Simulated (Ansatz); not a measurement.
C3H10N, charge +1, singlet, at a GFN2-xTB geometry; Ansatz (a first-principles code) with CCSD(T)/STO-3G.

Input for Ansatz:
Ansatz 0.2 input:
```yaml
crystal:
  periodic: [false, false, false]
  atoms:
    - {symbol: N, position_ang: [-0.00145735, -0.00078979, 0.34907080]}
    - {symbol: C, position_ang: [-0.00683148, 1.40360564, -0.09889597]}
    - {symbol: C, position_ang: [1.21940542, -0.69518278, -0.09852509]}
    - {symbol: C, position_ang: [-1.21129590, -0.70773025, -0.10870151]}
    - {symbol: H, position_ang: [-0.00247043, 1.44135056, -1.18709760]}
    - {symbol: H, position_ang: [0.87339726, 1.92496286, 0.27271406]}
    - {symbol: H, position_ang: [-0.89547623, 1.91583180, 0.26530846]}
    - {symbol: H, position_ang: [1.25459564, -0.71020410, -1.18671739]}
    - {symbol: H, position_ang: [1.22922597, -1.72074149, 0.26595109]}
    - {symbol: H, position_ang: [2.10574056, -0.18427709, 0.27308679]}
    - {symbol: H, position_ang: [-1.23721663, -0.72306702, -1.19714967]}
    - {symbol: H, position_ang: [-2.10593863, -0.20601809, 0.25545409]}
    - {symbol: H, position_ang: [-1.21357974, -1.73335144, 0.25572399]}
    - {symbol: H, position_ang: [-0.00574458, -0.00311317, 1.37596602]}
basis:
  gaussian:
    orbitals: STO-3G
total_charge: 1
magnetization: {spin_polarized: false}
correlation: {method: ccsd_t, electrons: outside_noble_gas}
accuracy: high
```

Task: What does Ansatz print? Leave out banner, timings and long lists.

Result: 
```
Functional definition: HF
647 factors; integrals over basis functions are off by at most 3.6e-9 eV
mean field evaluation 1: about -4669.4120 eV, gradient 1.2e1 eV
mean field evaluation 2: about -4669.7067 eV, gradient 1.2e1 eV
mean field evaluation 4: about -4670.2798 eV, gradient 1.0e0 eV
mean field evaluation 8: about -4670.2823 eV, gradient 4.5e-7 eV
mean field evaluation 16: about -4670.2823 eV, gradient 3.5e-8 eV
mean field -4670.28225024 eV, -171.6297070654 hartree, gradient 3.5e-8 eV, S^2 0.000000; 0 other end points of the search recorded, 0 dependent functions left out
4 core orbitals not correlated
reference -4670.28225024 eV, -171.6297070654 hartree; 13, 13 occupied and 13, 13 virtual orbitals, 647 factors
second order -5.85368857 eV of doubles, -0.00000000 eV of singles
cycle   1  -7.09293221 eV  change    -1.2e0 eV  update   7.5e-2
cycle   2  -7.65762326 eV  change   -5.6e-1 eV  update   2.8e-2
cycle   3  -7.68981791 eV  change   -3.2e-2 eV  update   4.6e-3
cycle   4  -7.69367880 eV  change   -3.9e-3 eV  update   1.1e-3
cycle   5  -7.69360196 eV  change    7.7e-5 eV  update   2.6e-4
cycle   6  -7.69358048 eV  change    2.1e-5 eV  update   4.8e-5
cycle   7  -7.69360053 eV  change   -2.0e-5 eV  update   1.7e-5
cycle   8  -7.69360163 eV  change   -1.1e-6 eV  update   4.4e-6
cycle   9  -7.69359927 eV  change    2.4e-6 eV  update   1.1e-6
cycle  10  -7.69359904 eV  change    2.3e-7 eV  update   2.3e-7
cycle  11  -7.69359907 eV  change   -2.7e-8 eV  update   7.1e-8
cycle  12  -7.69359903 eV  change    4.3e-8 eV  update   2.8e-8
cycle  13  -7.69359904 eV  change   -9.5e-9 eV  update   1.7e-8
cycle  14  -7.69359851 eV  change    5.3e-7 eV  update   9.8e-8
cycle  15  -7.69359837 eV  change    1.4e-7 eV  update   2.6e-8
cycle  16  -7.69359835 eV  change    2.1e-8 eV  update   5.7e-9
cycle  17  -7.69359835 eV  change   6.3e-10 eV  update   1.6e-9
perturbative correction -0.04762555 eV, -0.0017502066 hartree
Total energy: -4678.02347413 eV, -171.9141917962 hartree
```
